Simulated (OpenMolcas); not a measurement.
Co2+.

```
Program             : OpenMolcas 26.06
Basis               : ANO-RCC-VTZP [6s5p3d2f1g]
Scalar Hamiltonian  : DKH2, point nucleus
Active space        : 7 electrons in 5 orbitals (3d)
State averaging     : 2S+1 = 4 even, 10 roots; 2S+1 = 2 even, 40 roots (35 in the spin-orbit step)
Spin-orbit coupling : RASSI with atomic mean-field integrals over the reference wave functions, term energies averaged over their components
```

Two sets of levels on these reference wave functions, in eV above 3d⁷ ⁴F_9/2: one from CASSCF and one from SS-CASPT2, IPEA 0.25 Eh, imaginary shift 0.1 Eh (closed shells correlated: 3s 3p).

```csv
Level,Set 1,Set 2
3d⁷ ⁴F_9/2,0.0000,0.0000
3d⁷ ⁴F_7/2,0.1057,0.1062
3d⁷ ⁴F_5/2,0.1838,0.1839
3d⁷ ⁴F_3/2,0.2376,0.2370
3d⁷ ²G_9/2,2.358,2.030
3d⁷ ⁴P_5/2,2.367,1.927
3d⁷ ⁴P_3/2,2.402,1.962
3d⁷ ⁴P_1/2,2.451,2.011
3d⁷ ²G_7/2,2.458,2.131
3d⁷ ²P_3/2,3.118,2.651
3d⁷ ²H_11/2,3.135,2.740
3d⁷ ²P_1/2,3.223,2.775
3d⁷ ²H_9/2,3.223,2.830
3d⁷ ²D_5/2,3.394,2.824
3d⁷ ²D_3/2,3.551,3.001
3d⁷ ²F_5/2,5.430,4.572
```

Problem. Which set is which?

Solution. Set 2 is SS-CASPT2. Its levels of the other terms of 3d⁷ lie at 0.81 to 0.88 of the other set's values, as expected, since terms of lower spin or lower L gain more correlation energy than the Hund ground term. Against 14 measured levels (Sugar and Corliss, J. Phys. Chem. Ref. Data 10, 1097 (1981)) the mean absolute deviation is 380 cm-1 with it and 3000 cm-1 without; single levels miss by up to 1200 cm-1 with it.

CASPT2 breaks the degeneracy within a term, and the mean is taken; among the terms shown or strongly mixed into the levels shown the widest spread is 1100 cm-1 (3d⁷ ²H, SS-CASPT2). Some high roots are left out of the spin-orbit mixing, which shifts the levels that they would mix with. Without dynamic correlation excited terms often stand tens of per cent too high (terms of higher spin than the ground term too low), and those without a measured partner can miss by more than the paired ones (holds for CASSCF). Some levels mix across a computed gap that differs much from the measured one, so their mixing is not that of the real levels (holds for SS-CASPT2). The CASPT2 spread within a term exceeds the gap to the next term for 3d⁷ ²P and 3d⁷ ²H, 3d⁷ ²H and 3d⁷ ²D, so the order of their levels is uncertain (holds for SS-CASPT2). Computed and measured levels are paired by configuration, term and J; levels that our copy of the source lacks, or whose pairing is in doubt (as where it misses far off the trend of its configuration), stay unpaired and out of the deviations. Levels of configurations outside the active space are missing. The table leaves out levels that lie high or whose names do not pair safely across all columns.
